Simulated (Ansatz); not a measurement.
Born–Oppenheimer molecular dynamics of Cl₂H₄NO₂Ta (10 atoms, charge 0, multiplicity 1). It starts from a relaxed structure.

Theory: RHF/def2-SVP in Ansatz 0.2.0.

```
ensemble                      : NVE (velocity Verlet)
time step                     : 1 fs
steps asked                   : 150
starting velocities drawn for : 500 K
seed                          : 361648
```

First frame:

```xyz
10
Properties=species:S:1:pos:R:3
Ta -0.258 0.090 0.062
Cl 1.820 1.334 0.064
O 0.391 -0.874 1.548
H 1.234 -0.919 1.974
N 0.267 -0.493 -1.736
H -0.289 -1.110 -2.300
H 1.129 -0.245 -2.184
Cl -1.459 2.105 0.356
O -1.830 -0.902 -0.068
H -2.691 -1.279 -0.104
```

(1) How far do the bonds stretch over the last three quarters of this one trajectory? (Pairs bonded in most of those frames.)

Answers

(1) 
| bond | mean (Å) | spread (Å) | shortest | longest |
| --- | --- | --- | --- | --- |
| Ta1–Cl2 | 2.432 | 0.022 | 2.40 | 2.47 |
| Ta1–O3 | 1.894 | 0.019 | 1.87 | 1.93 |
| Ta1–N5 | 1.958 | 0.018 | 1.92 | 2.00 |
| Ta1–Cl8 | 2.357 | 0.015 | 2.33 | 2.38 |
| Ta1–O9 | 1.875 | 0.019 | 1.84 | 1.91 |
| O3–H4 | 0.949 | 0.029 | 0.90 | 0.99 |
| N5–H6 | 1.006 | 0.023 | 0.97 | 1.05 |
| N5–H7 | 1.006 | 0.021 | 0.97 | 1.05 |
| O9–H10 | 0.944 | 0.011 | 0.93 | 0.96 |

Mean temperature of the second half: 247 K. The conserved energy stayed within 1.7 meV per atom of its start (net change 1.3 meV per atom), so the integration is sound. Over the second half the temperature averaged 0.49 of the 500 K drawn at the start: a run that starts near a minimum puts about half its kinetic energy into the potential. A run of 0.15 ps of so small a system gives no equilibrium averages.

Time of the run: 6.6 min on 2 threads of Arm Neoverse V1, on a shared host, peak memory 0.35 GiB.
